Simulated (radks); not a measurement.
Question: Radial electron density D(r) = 4 pi r^2 rho(r) of an atom or ion with 30 electrons. Method: non-relativistic Kohn-Sham, r2SCAN, spin-polarised, spherical densities, point nucleus; meta-GGA in the generalised Kohn-Sham scheme; computed with a radial shooting solver on a logarithmic mesh with Libxc functionals.

```
   r/bohr * D(r) (the largest magnitude, 94.4, reaches the edge; | marks zero)
0.0008839 |*
0.0009966 |*
 0.001124 |*
 0.001277 |*
  0.00144 | *
 0.001624 | *
 0.001831 |  *
 0.002064 |  *
 0.002346 |   *
 0.002645 |    *
 0.002982 |     *
 0.003362 |      *
 0.003791 |        *
 0.004274 |          *
 0.004858 |            *
 0.005477 |              *
 0.006176 |                 *
 0.006963 |                    *
 0.007851 |                       *
 0.008923 |                           *
  0.01006 |                              *
  0.01134 |                                 *
  0.01279 |                                    *
  0.01442 |                                      *
  0.01639 |                                        *
  0.01848 |                                         *
  0.02083 |                                         *
  0.02349 |                                        *
  0.02649 |                                       *
   0.0301 |                                     *
  0.03394 |                                    *
  0.03827 |                                    *
  0.04315 |                                     *
  0.04865 |                                        *
  0.05485 |                                            *
  0.06234 |                                                *
  0.07029 |                                                    *
  0.07925 |                                                      *
  0.08936 |                                                     *
   0.1007 |                                                  *
   0.1145 |                                              *
   0.1291 |                                         *
   0.1456 |                                       *
   0.1641 |                                       *
   0.1851 |                                         *
   0.2103 |                                            *
   0.2371 |                                            *
   0.2674 |                                         *
   0.3015 |                                  *
   0.3399 |                          *
   0.3863 |                 *
   0.4356 |          *
   0.4911 |      *
   0.5537 |    *
   0.6243 |   *
   0.7039 | *
      0.8 |*
    0.902 |*
    1.017 *
    1.147 *
    1.293 *
    1.469 *
    1.657 *
```

What is the nuclear charge?

Answer: Z = 57. The innermost maximum, from 1s, lies near 1/Z = 0.0175 bohr (found: 0.0194), and its height grows with Z. The density is that of the lanthanum ion La27+ in [Ar] 3d10 4s2; the configuration itself is not fixed sharply by these data, and Z only to a few units. D(r) has 3 maxima, at r = 0.0194, 0.0818, 0.230 bohr, and minima at 0.0365, 0.154 bohr, inside which lie 2.01, 11.38 electrons.
